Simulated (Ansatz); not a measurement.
Breaking the Ga1–H2 bond in ClGaH2 (SMILES [Cl][GaH2]) (multiplicity 1 held, fragments rigid). Energies count from the point at 1.557 Å.
Geometry at that point (charge 0, multiplicity 1):
```json
[
 {"atom": "Ga", "x (Å)": "-0.0029", "y (Å)": "-0.2319", "z (Å)": "-0.6712"},
 {"atom": "H", "x (Å)": "-1.4091", "y (Å)": "-0.3118", "z (Å)": "-1.3346"},
 {"atom": "H", "x (Å)": "1.3979", "y (Å)": "-0.5822", "z (Å)": "-1.2533"},
 {"atom": "Cl", "x (Å)": "0.0059", "y (Å)": "0.4754", "z (Å)": "1.3761"}
]
```

Signs of static correlation in def2-SVP, with CASSCF(2,2), from Ansatz (a quantum-chemistry and plane-wave program) runs.

```
R (Å)  T1 of restricted CCSD  ⟨S²⟩ of UHF  largest double amplitude of restricted CCSD  weight of the CASSCF reference in MRCISD  CASSCF natural occupations
-----  ---------------------  -----------  -------------------------------------------  ----------------------------------------  --------------------------
1.246                  0.011        0.000                                        0.031                                     0.922                   1.99 0.01
1.401                  0.011        0.000                                        0.031                                     0.922                   1.98 0.02
1.557                  0.011        0.000                                        0.032                                     0.922                   1.98 0.02
1.713                  0.011        0.000                                        0.032                                     0.922                   1.97 0.03
1.868                  0.012        0.000                                        0.071                                     0.922                   1.95 0.05
2.102                  0.013        0.000                                        0.127                                     0.922                   1.92 0.08
2.335                  0.017        0.299                                        0.186                                     0.922                   1.88 0.12
2.725                  0.025        0.741                                        0.302                                     0.921                   1.76 0.24
3.114                  0.039        0.907                                        0.440                                     0.921                   1.58 0.42
3.581                  0.055        0.977                                            …                                     0.921                   1.37 0.63
4.204                  0.070        1.002                                            …                                     0.921                   1.17 0.83
4.982                  0.075        1.008                                        0.914                                     0.921                   1.06 0.94
```

Q: Some entries are withheld; supply them.

A: 
- 3.581, largest double amplitude of restricted CCSD: 0.614
- 4.204, largest double amplitude of restricted CCSD: 0.796

Doubts at one or more of the structures used: a restricted determinant that unrestricted orbitals would lower (R-CCSD(T)/def2-SVP); other coupled-cluster roots lie near (R-CCSD(T)/def2-SVP); T1 above 0.05 (R-CCSD(T)/def2-SVP, U-CCSD(T)/def2-SVP); a spin-contaminated determinant (U-CCSD(T)/def2-SVP).
